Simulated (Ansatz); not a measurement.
Cartesian coordinates (Å):
```xyz
10

Y     -0.0993    -0.0534     0.0290
N     -0.8998    -0.2928    -1.9653
H     -1.6724     0.2354    -2.3920
H     -0.6017    -0.9568    -2.6916
N      1.5443    -1.2924     0.6898
H      2.0218    -2.0301     0.1555
H      2.0176    -1.2792     1.6026
N     -0.9380     1.4232     1.3673
H     -0.6352     1.6254     2.3293
H     -1.7105     2.0784     1.1909
```
Charge 0, multiplicity 1.

The numbers are results of Ansatz (a quantum-chemistry and plane-wave program) with frozen-core CCSD(T)/def2-TZVPP // TPSS-D3(BJ)/def2-SVP, not measurements.

```json
{
  "HF energy": "-204.91056 Ha",
  "MP2 correlation energy": "-0.92588 Ha"
}
```

Problem. Estimate the CCSD correlation energy, the (T) correction, the total energy and the T1 diagnostic.

Solution. 
| Property | Result |
|---|---|
| CCSD correlation energy | -0.94888 Ha |
| (T) correction | -0.03636 Ha |
| CCSD(T) total energy | -205.89580 Ha |
| T1 diagnostic | 0.012 |
